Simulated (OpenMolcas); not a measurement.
# Mo4+: moving the ligands

Mo4+ with 6 ligands (chloride) in octahedral coordination (Oh) at 2.41 Å. A charge of +0.333 e stands 2.6 Å behind each ligand. Ligand basis ANO-RCC-VDZP.
```
Mo    0.0000    0.0000    0.0000
Cl    2.4100    0.0000    0.0000
Cl    0.0000    2.4100    0.0000
Cl   -2.4100    0.0000    0.0000
Cl    0.0000   -2.4100    0.0000
Cl    0.0000    0.0000    2.4100
Cl    0.0000    0.0000   -2.4100
```

| Property | Result |
| --- | --- |
| Program | OpenMolcas 26.06 |
| Method | SS-CASPT2, IPEA 0.25 Eh, imaginary shift 0.1 Eh (closed shells correlated: 4s 4p and the ligand valence shells) |
| Basis | ANO-RCC-VTZP [7s6p4d2f1g] |
| Scalar Hamiltonian | DKH2, point nucleus |
| Active space | 2 electrons in 5 orbitals (4d) |
| State averaging | 2S+1 = 3 even, 10 roots; 2S+1 = 1 even, 15 roots |
| Spin-orbit coupling | state interaction with AMFI integrals over the reference wave functions |

Runs around this geometry, states (labels of O, the rotations of Oh). Energies in cm-1 above the lowest state or level, χT in cm3 K/mol; under a threefold ground state the first gap can be a small split of the lowest multiplet, not the spin-orbit step.

```tsv
R (Å)	Ground state	First state of that spin	First gap with spin-orbit (degeneracies)	χT at 300 K	First state of another spin
2.25	3T1	3T2 29640	18 (2, 3)	0.435	1T2 5360
2.41	3T1	3T2 23450	30 (2, 3)	0.395	1T2 5850
2.55	3T1	3T2 19660	40 (2, 3)	0.369	1T2 6250
```

Taking the first state of the same spin as R^-n, n = -ln(19660 / 29640) / ln(2.55 / 2.25) = 3.3 between the shortest and longest distance.

Roots that are degenerate in the reference are averaged as groups; the widest CASPT2 spread within a group is 810 cm-1 (the 3-fold group of multiplicity 1 near 24900 cm-1 above the lowest state of its run, R = 2.55). Shifts and gaps below about the spread of the groups concerned are not significant. Over all roots computed the reference weight is 0.63 to 0.64 in R = 2.25, 0.63 to 0.65 in R = 2.41, 0.63 to 0.65 in R = 2.55; a low but even weight reflects the number of correlated electrons. An orbital triplet at a regular site is open to Jahn-Teller coupling, which can distort the site and quench the lowest spin-orbit gaps and is left out. Ligand-to-metal charge-transfer states are missing. With no ligand orbital active B as a rule stays too high, so bands that hang on it stand too high and its fall with covalency is understated. With one d shell and no ligand orbital active, 10Dq can be off by a tenth or more. The least metal-like active orbital is 66 % on the metal (Löwdin) and no ligand orbital is active, so the numbers are rough (holds for R = 2.25). The least metal-like active orbital is 72 % on the metal (Löwdin) and no ligand orbital is active, so the numbers are rough (holds for R = 2.41). The least metal-like active orbital is 74 % on the metal (Löwdin) and no ligand orbital is active, so the numbers are rough (holds for R = 2.55). These CASPT2 states fit no ligand-field parameters well, so their order and spin gaps are uncertain (holds for R = 2.55). No measured value stands beside these numbers; the geometry was imposed, not optimised, and the real ion may take another.
